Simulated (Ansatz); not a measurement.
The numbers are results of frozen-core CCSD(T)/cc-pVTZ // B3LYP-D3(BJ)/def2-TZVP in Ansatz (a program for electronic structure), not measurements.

Ansatz 0.2 input:
```yaml
crystal:
  periodic: [false, false, false]
  atoms:
    - { symbol: C, position_ang: [2.174747, -1.158522, 0.078156] }
    - { symbol: C, position_ang: [1.102348, -0.619475, -0.021107] }
    - { symbol: N, position_ang: [-0.090043, -0.024964, -0.153503] }
    - { symbol: C, position_ang: [-1.233383, -0.715013, 0.433454] }
    - { symbol: C, position_ang: [-0.11271, 1.428685, -0.033862] }
    - { symbol: H, position_ang: [3.118031, -1.6404, 0.13009] }
    - { symbol: H, position_ang: [-1.272928, -0.59436, 1.524153] }
    - { symbol: H, position_ang: [-2.151388, -0.312904, 0.003003] }
    - { symbol: H, position_ang: [-1.171325, -1.775797, 0.200754] }
    - { symbol: H, position_ang: [0.723284, 1.848207, -0.589182] }
    - { symbol: H, position_ang: [-0.043283, 1.75798, 1.011361] }
    - { symbol: H, position_ang: [-1.043343, 1.806564, -0.459126] }
basis:
  gaussian: { orbitals: cc-pVTZ }
correlation:
  method: ccsd_t
```

Output:

```
Functional definition: HF
1410 factors; integrals over basis functions are off by at most 1.0e-3 eV
mean field evaluation 1: about -5710.5736 eV, gradient 3.2e1 eV
mean field evaluation 2: about -5710.9431 eV, gradient 3.2e1 eV
mean field evaluation 4: about -5713.8383 eV, gradient 3.3e0 eV
mean field evaluation 8: about -5713.8756 eV, gradient 2.4e-1 eV
mean field evaluation 16: about -5710.5734 eV, gradient 3.2e1 eV
mean field -5713.87611409 eV, -209.9810741884 hartree, gradient 2.8e-6 eV, S^2 0.000000; 0 other end points of the search recorded, 0 dependent functions left out
5 core orbitals not correlated
reference -5713.87611409 eV, -209.9810741884 hartree; 14, 14 occupied and 229, 229 virtual orbitals, 1410 factors
second order -23.49794888 eV of doubles, -0.00000000 eV of singles
cycle   1  -23.67187379 eV  change   -1.7e-1 eV  update   1.1e-1
cycle   2  -24.29360821 eV  change   -6.2e-1 eV  update   3.2e-2
cycle   3  -24.42331068 eV  change   -1.3e-1 eV  update   1.5e-2
cycle   4  -24.41937745 eV  change    3.9e-3 eV  update   3.9e-3
cycle   5  -24.42088287 eV  change   -1.5e-3 eV  update   1.6e-3
cycle   6  -24.42152939 eV  change   -6.5e-4 eV  update   4.3e-4
cycle   7  -24.42141413 eV  change    1.2e-4 eV  update   1.5e-4
cycle   8  -24.42138947 eV  change    2.5e-5 eV  update   5.1e-5
cycle   9  -24.42140116 eV  change   -1.2e-5 eV  update   2.1e-5
perturbative correction -1.10615011 eV, -0.0406502668 hartree
Total energy: -5739.40366535 eV, -210.9191943942 hartree
```

Cost: very roughly 9 core-minutes.
